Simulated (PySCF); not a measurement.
Electrostatic potential from atomic charges

Species: `CS(=O)(=O)[CH-]C1CCC1`, charge -1. Coordinates (GFN2-xTB, Å) and charges (e) from the PBE0/pcSseg-1 density (PySCF):

| atom | x | y | z | Mulliken | IAO | Hirshfeld | ESP-fitted |
| --- | --- | --- | --- | --- | --- | --- | --- |
| C1 | 2.575 | -0.885 | -0.129 | -0.3896 | -0.6554 | -0.1714 | -0.7989 |
| S2 | 1.994 | 0.885 | -0.455 | +0.9165 | +1.9583 | +0.4280 | +1.2887 |
| O3 | 2.910 | 1.333 | -1.506 | -0.6368 | -0.9695 | -0.4182 | -0.6437 |
| O4 | 2.189 | 1.526 | 0.847 | -0.6349 | -0.9703 | -0.4027 | -0.6531 |
| C5 | 0.374 | 1.038 | -0.973 | -0.3422 | -0.7624 | -0.2904 | -1.3947 |
| C6 | -0.562 | 0.546 | 0.073 | -0.3922 | -0.1060 | -0.0511 | +0.9914 |
| C7 | -1.001 | -0.954 | 0.144 | -0.1502 | -0.2938 | -0.0940 | -0.2678 |
| C8 | -2.460 | -0.505 | 0.278 | -0.2448 | -0.2711 | -0.0906 | -0.0556 |
| C9 | -2.055 | 0.925 | -0.098 | -0.1035 | -0.2668 | -0.0866 | -0.3911 |
| H10 | 3.626 | -0.835 | 0.120 | +0.1109 | +0.1466 | +0.0253 | +0.1975 |
| H11 | 2.418 | -1.464 | -1.031 | +0.0970 | +0.1354 | +0.0221 | +0.1796 |
| H12 | 1.998 | -1.279 | 0.697 | +0.1086 | +0.1371 | +0.0236 | +0.1761 |
| H13 | 0.302 | 0.509 | -1.923 | +0.0365 | +0.0968 | -0.0161 | +0.2972 |
| H14 | -0.174 | 0.883 | 1.036 | +0.1119 | +0.1356 | +0.0144 | -0.1309 |
| H15 | -0.606 | -1.546 | 0.971 | +0.0896 | +0.1095 | +0.0153 | +0.0009 |
| H16 | -0.806 | -1.481 | -0.791 | +0.0789 | +0.1157 | +0.0185 | +0.0360 |
| H17 | -3.176 | -0.992 | -0.388 | +0.0836 | +0.1089 | +0.0141 | +0.0078 |
| H18 | -2.832 | -0.583 | 1.300 | +0.0872 | +0.1149 | +0.0194 | +0.0107 |
| H19 | -2.433 | 1.717 | 0.548 | +0.0886 | +0.1137 | +0.0186 | +0.0371 |
| H20 | -2.287 | 1.173 | -1.133 | +0.0849 | +0.1230 | +0.0217 | +0.1129 |

Points outside the species (Å): A (-4.4, -3.6, 1.4); B (10.3, -1.1, 2.3); C (-2.8, 3.2, -4.8); D (-5.4, -0.1, 1.5); E (3.5, 6.5, 5.8).

Task: Find the potential V = 14.3996 V·Å × Σ q/r of each set of charges at these points.

Result: In volts:

```
point  nearest atom  distance (Å)  Mulliken     IAO  Hirshfeld  ESP-fitted
    A           H17          3.39    -1.895  -1.837     -2.008      -1.919
    B           H10          7.03    -1.520  -1.530     -1.507      -1.507
    C           H20          4.22    -2.195  -2.218     -2.206      -2.245
    D           H18          2.62    -2.089  -2.048     -2.198      -2.150
    E            O4          7.14    -1.761  -1.785     -1.676      -1.734
```

Task: How far are the other sets from the ESP-fitted one at these points?

Result: Root-mean-square difference: Mulliken 0.039 V, Hirshfeld 0.055 V, IAO 0.065 V. The ESP scheme is a least-squares fit of atom-centred charges to the potential on four shells outside the van der Waals surface, with the total charge fixed.

Task: What energy would a point charge of +2 e have at C in the field of the ESP charges, leaving out polarisation?

Result: -4.490 eV = -433.2 kJ/mol, an attraction. The total charge alone, placed at the mean of the coordinates, would give -4.555 eV.

Isolated species at its GFN2-xTB geometry (one conformer only). The pcSseg-1 basis has no diffuse functions, a weakness for an anion.

These values come from a run that also computed NMR shieldings. On one thread, Arm Neoverse V2 (aarch64), on a shared host, this took 38 s wall and 0.96 GiB of memory at its peak.

Conformer computed: `[CH3:1][S:2](=[O:3])(=[O:4])[CH-:5][CH:6]1[CH2:7][CH2:8][CH2:9]1`: C1–S2–C5–C6 63°, S2–C5–C6–C7 -89°.
